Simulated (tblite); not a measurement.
Compound: C3H7ClOSi.
Bonds: C1–C2 (double), C2–C3, C3–O4, O4–Si5, Si5–Cl6. Hydrogens: H7, H8 on C1; H9 on C2; H10, H11 on C3; H12, H13 on Si5.

The geometry is computed with GFN2-xTB (gas phase).

Problem. List the bond lengths, angles and torsions at this level.

Solution. 
| bond | length (Å) |
| --- | --- |
| C1=C2 | 1.319 |
| C2–C3 | 1.498 |
| C3–O4 | 1.403 |
| O4–Si5 | 1.613 |
| Si5–Cl6 | 1.993 |
| C1–H7 | 1.078 |
| C1–H8 | 1.076 |
| C2–H9 | 1.081 |
| C3–H10, C3–H11 | 1.097 |
| Si5–H12, Si5–H13 | 1.461 |

Bonds in one row agree within 0.01 Å and their mean is given. A selection of angles:
| angle | degrees |
| --- | --- |
| C2–C1–H7 | 121.8 |
| C2–C1–H8 | 121.8 |
| H7–C1–H8 | 116.4 |
| C1–C2–C3 | 124.5 |
| C1–C2–H9 | 121.3 |
| C3–C2–H9 | 114.2 |
| C2–C3–O4 | 109.7 |
| C2–C3–H10 | 109.4 |
| C2–C3–H11 | 110.8 |
| O4–C3–H10 | 109.7 |
| H10–C3–H11 | 108.1 |
| C3–O4–Si5 | 130.8 |
| O4–Si5–Cl6 | 102.5 |
| O4–Si5–H12 | 111.8 |
| Cl6–Si5–H12 | 110.2 |
| H12–Si5–H13 | 110.4 |

Dihedral angles: C1–C2–C3–O4 -132° (anticlinal); C2–C3–O4–Si5 -150°; C3–O4–Si5–Cl6 178° (antiperiplanar). The mirror-image conformer, all signs reversed, is as good.

Si5 (chlorine-bound silicon) is distorted tetrahedral (angles from 102.5° to 111.8°). Of the pairs four or more bonds apart, H7···H11 is among the closest relative to their van der Waals radii: 2.45 Å, 102 % of the sum of Bondi's values. The 2 C–C bonds span 1.319 Å (C1=C2, drawn double) to 1.498 Å (C2–C3, drawn single), a spread of 0.179 Å.

Point group: C1 (no symmetry element, even within 0.4 Å). GFN2-xTB frequencies show an imaginary mode (24i cm⁻¹), so the point is no minimum at that level. 3 starts were optimised and ended at 0.00, 0.09 and 0.23 kcal/mol (GFN2-xTB); the lowest of these is shown.
